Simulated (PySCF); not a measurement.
In(H)(OH)2(py), C5H8InNO2, singlet at its GFN2-xTB optimised geometry (Å):

```
17

In    -0.7334    -0.5936     0.0000
H     -1.6634    -1.8331    -0.6306
O      1.2336    -0.5936     0.0000
H      1.6634    -1.2403    -0.5532
O     -1.3541     1.2581     0.0000
H     -0.6500     1.8331    -0.2970
C     -1.5822    -0.6059     4.9210
C     -0.4137    -0.0947     4.3774
C     -0.1955    -0.2456     3.0184
N     -1.0592    -0.8654     2.2307
C     -2.1800    -1.3508     2.7390
C     -2.4848    -1.2467     4.0853
H     -1.7895    -0.5033     5.9759
H      0.3108     0.4146     4.9934
H      0.6914     0.1310     2.5216
H     -2.8451    -1.8329     2.0323
H     -3.4079    -1.6521     4.4691
```

Computed with CAM-B3LYP/def2-SVP, def2 effective core potentials past Kr run with PySCF. The core electrons that the potentials of In replace are not part of the density. Cells within 0.4 Å of a nucleus heavier than hydrogen are left out (blank, or x).

Map of the deformation density (molecule minus spherical neutral atoms) (e/bohr³) on the plane z = 0.0 Å:

```
|222222222222222222222222222|
|222222222222222222222222222|
|222222222222222222222222222|
|222222221111112222222222222|
|222222211111111122222222222|
|222222211111111122222222222|
|222222221221011112222222222|
|222222232364111112222222222|
|22222236xx65111112222222222|
|22222236xx13111112222222222|
|22222222xx42111122222222222|
|222221223432111122222222222|
|222111112111111223322222222|
|222111111000011235532222222|
|2221111111xx10134x932122222|
|2221111120xx6024xxx21112222|
|2221122211xx10245x331111222|
|222222232101112333421111222|
|222222234322112222211111222|
|222222233322111111111112222|
|222222223222111111111112222|
|222222222222111111111122222|
|222222222222111111122222222|
|222222222222222222222222222|
|222222222222222222222222222|
|222222222222222222222222222|
|222222222222222222222222222|
```
Scale: ten equal steps from -0.020 (start of '0') to 0.078 (end of '9'), in the order '0123456789'; x runs from -4.00 to 4.00, y from -4.00 (bottom) to 4.00 (top).
